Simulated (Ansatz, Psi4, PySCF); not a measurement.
C4H12B2S, singlet, at a GFN2-xTB geometry, atoms displaced at random by about 0.08 Å a coordinate. Base run: PySCF with PBE/STO-3G, gradient.

Input for PySCF:
```python
from pyscf import gto, scf, dft

mol = gto.Mole()
mol.atom = '''
    B     1.620585   -0.210075   -0.156353
    C     1.442871   -1.703717    0.417309
    C     2.712692    0.425122   -0.113810
    S     0.042187    0.779707   -0.288661
    B    -1.432412    0.176445   -0.046744
    C    -2.914138    1.012760   -0.166385
    C    -1.619203   -1.501735    0.272819
    H     2.622219   -2.067645    0.606227
    H     0.979992   -1.893664    1.481399
    H     0.850698   -2.251410   -0.331781
    H     2.869313    1.770555   -0.677964
    H     3.486679    0.396384    0.486292
    H     3.451486   -0.139447   -0.944130
    H    -3.472086    1.161808    0.870280
    H    -3.311818    0.693369   -0.959729
    H    -2.514790    1.995040   -0.447369
    H    -1.370800   -2.100107   -0.308849
    H    -2.882880   -1.672881    0.585997
    H    -1.313148   -1.526940    1.202441
'''
mol.basis = 'sto-3g'
mol.charge = 0
mol.spin = 0
mol.verbose = 4
mol.build()

mf = dft.RKS(mol)
mf.xc = 'pbe'
mf.kernel()
g = mf.nuc_grad_method()
grad = g.kernel()
```

Programs used: Ansatz (a quantum-chemistry and plane-wave program), Psi4, PySCF; a row that names a program was run with it.

The coordinate followed is y of atom 18.

Variants of this job, named by their change:

```tsv
change	dE/dx (Eh/bohr)	net force (Eh/bohr)
base	-0.007816	0.000036
grids.level = 5; grid_response = on	-0.007818	0.000000
density fitting = on; auxbasis_response = off	-0.007786	0.000581
code = ansatz	-0.007818	0.000000
finite difference step (bohr) = 1e-4; conv_tol = 1e-11	-0.007826	-
grids.level = 1; grid_response = off	-0.007812	0.000351
grids.level = 5; grid_response = off	-0.007818	0.000006
grids.level = 0; grid_response = off	-0.007507	0.007506
conv_tol = 1e-6	-0.007818	0.000036
finite difference step (bohr) = 0.2; conv_tol = 1e-11	-0.007755	-
code = psi4	-0.007810	0.000136
finite difference step (bohr) = 1e-3; conv_tol = 1e-11	-0.007826	-
```

The net force is zero for an exact gradient.
